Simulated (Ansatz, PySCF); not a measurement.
Pulling on the Si1–H2 bond in FHSi (SMILES F[SiH]) (multiplicity 1 held, fragments rigid). Energies count from the point at 1.538 Å.
Geometry at that point (charge 0, multiplicity 1):
```xyz
3

Si    -0.207    -0.345     0.450
H     -1.003    -1.195    -0.556
F      0.434     0.670    -0.638
```

U- levels take the lowest unrestricted solution at each point, which mixes spins at long bonds. Active spaces are followed from a long bond inwards. Curves can end on different states.

Cores are frozen in the correlated methods. Rows in 6-31G* carry no dispersion term and start afresh at each structure (6-31G* with six Cartesian d functions). MP2/6-31G* freezes PySCF's default core.

Codes used: Ansatz (Gaussian basis) for Hartree–Fock, density functionals and correlated methods; PySCF for 6-31G* rows. 

Other levels give for the energy at R = 4.922 Å: U-PBE/cc-pV(T+d)Z 306.7; U-B3LYP/cc-pV(T+d)Z 319.0; U-wB97X-V/cc-pV(T+d)Z 322.9; FIC-MRCISD+Q on CASSCF(2,2)/cc-pV(T+d)Z 320.5 kJ/mol.

Common cheap choices:

| level | energy at R = 4.922 Å (kJ/mol) |
|---|---|
| R-HF/6-31G* | 640.3 |
| R-B3LYP/6-31G* | 453.0 |
| U-B3LYP/6-31G* | 316.3 |
| R-MP2/6-31G* | 406.8 |

Doubts at one or more of the structures used: a restricted determinant that unrestricted orbitals would lower (R-HF/6-31G*, R-B3LYP/6-31G*, R-MP2/6-31G*); a spin-contaminated determinant (U-B3LYP/6-31G*, U-PBE/cc-pV(T+d)Z, U-B3LYP/cc-pV(T+d)Z, U-wB97X-V/cc-pV(T+d)Z).

Ansatz is an electronic-structure program.
